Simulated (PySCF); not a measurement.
PySCF 2.14 output of a UHF calculation on a single atom or ion in aug-cc-pVDZ, with the non-relativistic Hamiltonian (point nucleus):

```
SCF conv_tol = 1e-09
number electrons alpha = 11  beta = 9
cycle= 1 E= -941.130216658528  delta_E= -0.00556  |g|= 0.0215  |ddm|= 0.0534
cycle= 2 E= -941.130343045982  delta_E= -0.000126  |g|= 0.00329  |ddm|= 0.00803
cycle= 3 E= -941.13034612022  delta_E= -3.07e-06  |g|= 4.24e-05  |ddm|= 0.00149
cycle= 4 E= -941.130346121028  delta_E= -8.08e-10  |g|= 5.01e-06  |ddm|= 0.000164
converged SCF energy = -941.130346121028  <S^2> = 2.0022949  2S+1 = 3.0015295
```

The run itself started from symmetry-adapted Hartree-Fock orbitals and held the occupation by maximum overlap, so the iterations belong to that start.

Task: Which element, charge and spin multiplicity is this?

Result: V³⁺ (vanadium, charge +3), multiplicity 3; the state was [Ar] 3d2, high-spin 3F determinant.
